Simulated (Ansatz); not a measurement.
Rh5, relaxed as a doublet with UKS PBE0-D4/def2-SVP in Ansatz, starting from the GFN2-xTB geometry. Force threshold 0.02 eV/Å.

In the def2 sets Rh takes a core potential; there is no spin–orbit coupling. The charge 0 doublet is spin-contaminated (final ⟨S²⟩ up to 3.01, 0.75 for a pure state). Another isomer (doublet) lies 0.26 eV lower at PBE0-D4/def2-TZVP; other spin states weren't run for this one.

Start:

```xyz
5

Rh    0.934   -1.677   -0.854
Rh    1.144    0.803   -0.323
Rh   -0.066   -0.677    1.264
Rh   -0.935    1.677    0.851
Rh   -1.076   -0.125   -0.939
```

```csv
step,energy (eV),largest force component (eV/Å),SCF passes
1,-15036.2415,0.856,154
2,-15036.2970,0.299,116
3,-15036.3030,0.241,120
4,-15036.3166,0.177,86
5,-15036.3268,0.115,94
6,-15036.3293,0.061,99
7,-15036.3301,0.013,94
8,-15036.3301,0.009,96
```

Force components are those of the run's own axes.

End:

Cartesian coordinates in Å:
```
Rh 0.8940 -1.6334 -0.7701
Rh 1.1378 0.8227 -0.4159
Rh -0.0632 -0.7226 1.3216
Rh -0.9208 1.6219 0.8832
Rh -1.0478 -0.0886 -1.0188
```

By distances, no bond broke or formed. The bond that changes most is Rh2–Rh3, from 2.48 to 2.62 Å (atoms count from 1).

The force fell under the threshold at step 7, but the optimiser went on. No frequencies were taken in this run, so the end may be a saddle point.

Hardware: 4 threads of Arm Neoverse V2 on a shared host. Wall time 2.2 min, peak host memory 0.89 GiB.
